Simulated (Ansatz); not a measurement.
Pulling on the Ge1–O2 bond in GeO (multiplicity 1 held). Energies count from the point at 1.632 Å.


R- and RO- levels are restricted; in cc, def2 and unpolarised 6-31G sets they are followed outwards from rest. U- levels take the lowest unrestricted solution at each point, which mixes spins at long bonds. Active spaces are followed from rest. Curves can end on different states.

Cores are frozen in the correlated methods. Filled d and f shells under p-block atoms count as core.

The values were computed with Ansatz (Gaussian basis) for Hartree–Fock, density functionals and correlated methods. Values without a source in brackets are computed.

Energies in kcal/mol.

```json
[
 {"R (Å)": "1.306", "U-HF/cc-pVTZ": "102.8", "R-r2SCAN/cc-pVTZ": "112.5", "U-B3LYP/cc-pVTZ": "114.5", "R-MP2/cc-pVTZ": "124.4", "U-SCS-MP2/cc-pVTZ": "122.9", "FIC-MRCISD+Q on CASSCF(10,8)/cc-pVTZ": "121.1"},
 {"R (Å)": "1.469", "U-HF/cc-pVTZ": "12.5", "R-r2SCAN/cc-pVTZ": "19.0", "U-B3LYP/cc-pVTZ": "19.9", "R-MP2/cc-pVTZ": "23.9", "U-SCS-MP2/cc-pVTZ": "23.0", "FIC-MRCISD+Q on CASSCF(10,8)/cc-pVTZ": "22.3"},
 {"R (Å)": "1.632", "U-HF/cc-pVTZ": "0.0", "R-r2SCAN/cc-pVTZ": "0.0", "U-B3LYP/cc-pVTZ": "0.0", "R-MP2/cc-pVTZ": "0.0", "U-SCS-MP2/cc-pVTZ": "0.0", "FIC-MRCISD+Q on CASSCF(10,8)/cc-pVTZ": "0.0"},
 {"R (Å)": "1.796", "U-HF/cc-pVTZ": "12.7", "R-r2SCAN/cc-pVTZ": "12.2", "U-B3LYP/cc-pVTZ": "11.7", "R-MP2/cc-pVTZ": "8.1", "U-SCS-MP2/cc-pVTZ": "49.6", "FIC-MRCISD+Q on CASSCF(10,8)/cc-pVTZ": "9.7"},
 {"R (Å)": "1.959", "U-HF/cc-pVTZ": "26.6", "R-r2SCAN/cc-pVTZ": "36.0", "U-B3LYP/cc-pVTZ": "35.3", "R-MP2/cc-pVTZ": "28.9", "U-SCS-MP2/cc-pVTZ": "70.8", "FIC-MRCISD+Q on CASSCF(10,8)/cc-pVTZ": "30.9"},
 {"R (Å)": "2.204", "U-HF/cc-pVTZ": "49.9", "R-r2SCAN/cc-pVTZ": "75.9", "U-B3LYP/cc-pVTZ": "73.2", "R-MP2/cc-pVTZ": "81.0", "U-SCS-MP2/cc-pVTZ": "98.4", "FIC-MRCISD+Q on CASSCF(10,8)/cc-pVTZ": "65.5"},
 {"R (Å)": "2.449", "U-HF/cc-pVTZ": "64.6", "R-r2SCAN/cc-pVTZ": "111.8", "U-B3LYP/cc-pVTZ": "100.2", "R-MP2/cc-pVTZ": "156.1", "U-SCS-MP2/cc-pVTZ": "134.6", "FIC-MRCISD+Q on CASSCF(10,8)/cc-pVTZ": "94.5"},
 {"R (Å)": "2.857", "U-HF/cc-pVTZ": "68.4", "R-r2SCAN/cc-pVTZ": "157.2", "U-B3LYP/cc-pVTZ": "128.1", "R-MP2/cc-pVTZ": "215.3", "U-SCS-MP2/cc-pVTZ": "156.3", "FIC-MRCISD+Q on CASSCF(10,8)/cc-pVTZ": "126.6"},
 {"R (Å)": "3.265", "U-HF/cc-pVTZ": "69.6", "R-r2SCAN/cc-pVTZ": "186.8", "U-B3LYP/cc-pVTZ": "141.6", "R-MP2/cc-pVTZ": "240.6", "U-SCS-MP2/cc-pVTZ": "158.7", "FIC-MRCISD+Q on CASSCF(10,8)/cc-pVTZ": "142.3"},
 {"R (Å)": "3.755", "U-HF/cc-pVTZ": "70.4", "R-r2SCAN/cc-pVTZ": "208.2", "U-B3LYP/cc-pVTZ": "149.2", "R-MP2/cc-pVTZ": "254.2", "U-SCS-MP2/cc-pVTZ": "160.0", "FIC-MRCISD+Q on CASSCF(10,8)/cc-pVTZ": "150.6"},
 {"R (Å)": "4.408", "U-HF/cc-pVTZ": "70.9", "R-r2SCAN/cc-pVTZ": "222.9", "U-B3LYP/cc-pVTZ": "153.6", "R-MP2/cc-pVTZ": "260.4", "U-SCS-MP2/cc-pVTZ": "160.8", "FIC-MRCISD+Q on CASSCF(10,8)/cc-pVTZ": "151.5"},
 {"R (Å)": "5.224", "U-HF/cc-pVTZ": "71.3", "R-r2SCAN/cc-pVTZ": "230.7", "U-B3LYP/cc-pVTZ": "155.6", "R-MP2/cc-pVTZ": "262.2", "U-SCS-MP2/cc-pVTZ": "161.2", "FIC-MRCISD+Q on CASSCF(10,8)/cc-pVTZ": "152.0"},
 {"R (Å)": "6.530", "U-HF/cc-pVTZ": "71.4", "R-r2SCAN/cc-pVTZ": "234.7", "U-B3LYP/cc-pVTZ": "156.3", "R-MP2/cc-pVTZ": "262.7", "U-SCS-MP2/cc-pVTZ": "161.4", "FIC-MRCISD+Q on CASSCF(10,8)/cc-pVTZ": "152.1"}
]
```

Doubts at one or more of the structures used: a spin-contaminated determinant (U-HF/cc-pVTZ, U-B3LYP/cc-pVTZ, U-SCS-MP2/cc-pVTZ); a restricted determinant that unrestricted orbitals would lower (R-r2SCAN/cc-pVTZ, R-MP2/cc-pVTZ).

Ansatz is a first-principles code.
